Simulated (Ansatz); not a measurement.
Species: C₂H₈S₃Sn, SMILES `C[CH2][Sn]([SH])([SH])[SH]` (charge 0, multiplicity 1).

Give a relaxed geometry from B3LYP-D3(BJ)/def2-SVP in Ansatz (an electronic-structure program).

One answer among several that fit: the end point of this relaxation, one of several conformers (outside a Z-matrix the atoms follow the SMILES, hydrogens last).
Cartesian coordinates (Å) in one orientation:
```xyz
14

C     -2.210     0.050    -0.049
C     -1.048     0.098    -1.038
Sn     0.865    -0.026    -0.023
S      2.754     0.476    -1.497
S      0.924     1.540     1.862
S      1.186    -2.268     0.911
H     -3.178     0.114    -0.575
H     -2.168     0.886     0.667
H     -2.210    -0.888     0.530
H     -1.029     1.033    -1.619
H     -1.069    -0.741    -1.751
H      3.476    -0.546    -0.983
H      2.124     2.027     1.466
H      1.583    -1.756     2.099
```
